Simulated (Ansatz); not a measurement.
```yaml
crystal:
  periodic: [false, false, false]
  atoms:
    - {symbol: Si, position_ang: [-1.335755, 0.218378, 1.065728]}
    - {symbol: O, position_ang: [-0.159543, -0.570722, 0.054850]}
    - {symbol: B, position_ang: [0.763054, -0.116417, -0.672326]}
    - {symbol: S, position_ang: [2.068265, -1.338099, -1.335625]}
    - {symbol: S, position_ang: [0.894800, 1.289348, -1.499720]}
    - {symbol: H, position_ang: [-0.709097, 0.397368, 2.230246]}
    - {symbol: H, position_ang: [-1.742243, 1.344646, 0.484811]}
    - {symbol: H, position_ang: [-2.046986, -0.686083, 1.050035]}
    - {symbol: H, position_ang: [1.784159, -2.162514, -0.311338]}
    - {symbol: H, position_ang: [-0.219198, 1.821552, -1.040208]}
basis:
  gaussian: {orbitals: "6-31++G**"}
hamiltonian: {xc: {name: B97}}
relax: {f_tol: 0.001, max_steps: 1}
output: {forces: true}
```

```sh
$ ansatz run in.yaml --threads 4 --pin off --events-out ev --progress --plain --max-ram 10444MiB
```

Output, abridged:

```
Functional definition: B97
1317 factors; integrals over basis functions are off by at most 3.0e-4 eV
mean field evaluation 1: about -32340.5219 eV, gradient 5.8e1 eV
mean field evaluation 2: about -32321.3637 eV, gradient 1.1e2 eV
mean field evaluation 4: about -32347.2737 eV, gradient 5.5e0 eV
mean field evaluation 8: about -32347.3798 eV, gradient 5.4e-2 eV
mean field -32347.37977369 eV, -1188.7442808417 hartree, gradient 4.9e-5 eV, S^2 0.000000; 0 other end points of the search recorded, 0 dependent functions left out
reference -32347.37983025 eV, -1188.7442829200 hartree; 32, 32 occupied and 105, 105 virtual orbitals, 1317 factors
relax step   1: F+E_penalty+E_count = -32347.37977369 eV  Δ(F+E_penalty+E_count) = +0.000e0 eV  max|allowed force component| = 9.925e0 eV/Å  Δτ_max = 0.0000 Å  (26 SCF iters, accepted)
Error: geometry relaxation did not converge after 1 steps: max|allowed force component| = 9.93e0 eV/Å (threshold 1.0e-3). Raise `relax.max_steps` over both its present limit and 1, loosen `relax.f_tol`, or start from a geometry closer to equilibrium. Where this run's directory can be resumed (`checkpoint.write`), a resume goes on for up to `relax.max_steps` more
```

Task: Something in this input is off. What?

Result: The relaxation is allowed too few steps for its threshold. The calculation stopped without meeting its thresholds.
